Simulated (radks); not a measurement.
All-electron atom: Ga XIII in [Ne] 3s2 3p4 3d1 4f2 (not the ground configuration). Method: Dirac Kohn-Sham, LDA (Slater exchange, Perdew-Wang correlation), spin-unpolarised, spherical densities, finite nucleus; open shells fill j = l - 1/2 first; Fermi nuclear charge, rms radius 3.9973 fm; computed with a radial shooting solver on a logarithmic mesh with Libxc functionals.

Spin-orbit splittings of the eigenvalues, e(l+1/2) - e(l-1/2), with zeta = 2 splitting/(2l+1) and mean radii in bohr:

| shell | occ. | splitting (eV) | zeta (eV) | <r> j=l-1/2 | <r> j=l+1/2 |
|---|---|---|---|---|---|
| 2p | 6 | 27.85 | 18.57 | 0.1872 | 0.1907 |
| 3p | 4 | 5.280 | 3.520 | 0.5682 | 0.5745 |
| 3d | 1 | 0.9771 | 0.3909 | 0.5325 | 0.5343 |
| 4f | 2 | 0.06171 | 0.01763 | 1.209 | 1.210 |
